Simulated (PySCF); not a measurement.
Zn(Me)2 (C₂H₆Zn), SMILES [Zn]([CH3])[CH3].

Coordinates come from a B3LYP-D3(BJ)/def2-SVP optimisation. The isomer is the one that the SMILES or the coordinates give; other isomers of the formula were not compared.

Method: C-PCM-ωB97X/def2-SVP (PySCF).

The values are the electrostatic part of the solvation free energy, E(continuum) − E(gas) at the gas-phase geometry, in a cavity of scaled van der Waals radii (PySCF's table); cavitation and dispersion terms are not included. A continuum can't describe solvent molecules that bind to the metal. In vacuum the orbital gap is 11.65 eV. The dipole moment in vacuum is 0.00 D.

Estimate the values in water (ε = 78.36), ethanol (ε = 24.85), acetone (ε = 20.49). (Estimate from the structure and the level; the computed values follow.)


```json
[
 {"solvent": "water", "ε": "78.36", "ΔG(elec) (kcal/mol)": "-6.9", "dipole (D)": "0.00", "gap (eV)": "11.75"},
 {"solvent": "ethanol", "ε": "24.85", "ΔG(elec) (kcal/mol)": "-6.7", "dipole (D)": "0.00", "gap (eV)": "11.75"},
 {"solvent": "acetone", "ε": "20.49", "ΔG(elec) (kcal/mol)": "-6.6", "dipole (D)": "0.00", "gap (eV)": "11.75"}
]
```
